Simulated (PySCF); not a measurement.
## Orbital picture of LiBi

r²SCAN at R = 2.697 Å; basis Li aug-cc-pVDZ, Bi aug-cc-pVDZ-PP with ECP60; scalar-relativistic core potentials; PySCF 2.14. State: ³Σ⁻ (triplet), unpaired electrons π ↑↑. Only the outer orbitals are listed, counted within each symmetry, core potentials removing the inner ones.

| spin | orbital | occ. | ε (eV) | on Li (%) | main shells (%) |
| --- | --- | --- | --- | --- | --- |
| α | 5σ | 1 | -14.03 | 7 | 93 Bi s |
| α | 3π | 1 | -4.54 | 4 | 95 Bi p |
| α | 3π | 1 | -4.54 | 4 | 95 Bi p |
| α | 6σ | 1 | -4.46 | 32 | 69 Bi p, 24 Li s |
| α | 7σ | 0 | -1.43 | 82 | 58 Li s, 23 Li p, 11 Bi s |
| α | 4π | 0 | -0.17 | 102 | 102 Li p |
| α | 4π | 0 | -0.17 | 102 | 102 Li p |
| β | 5σ | 1 | -12.56 | 9 | 92 Bi s |
| β | 6σ | 1 | -3.93 | 50 | 53 Bi p, 42 Li s |
| β | 3π | 0 | -2.43 | 20 | 81 Bi p, 17 Li p |
| β | 3π | 0 | -2.43 | 20 | 81 Bi p, 17 Li p |
| β | 7σ | 0 | -1.58 | 89 | 61 Li s, 27 Li p |

Which are the highest filled and the lowest empty level, where do they sit, and how wide is the gap?

Highest filled β 6σ at -3.93 eV (in %: 53 Bi p, 42 Li s); lowest empty β 3π at -2.43 eV (in %: 81 Bi p, 17 Li p); the gap at r²SCAN is 1.50 eV.

| Quantity | Value |
| --- | --- |
| bond order (Mayer) | 1.16 |
| ⟨S²⟩ | 2.015 |
| charge on Li (Mulliken, basis-dependent) | -0.05 |
| charge on Li (Löwdin, basis-dependent) | 0.21 |
| dipole moment (positive dipole means Li(−)Bi(+)) | -6.02 D |

Shares are Mulliken populations and can fall outside 0 to 100 %.

These are scalar-relativistic numbers at best; spin–orbit coupling would shift them, the dissociation energy most. The state is the lowest determinant that a PBE0 search found; another state may lie lower at other levels.
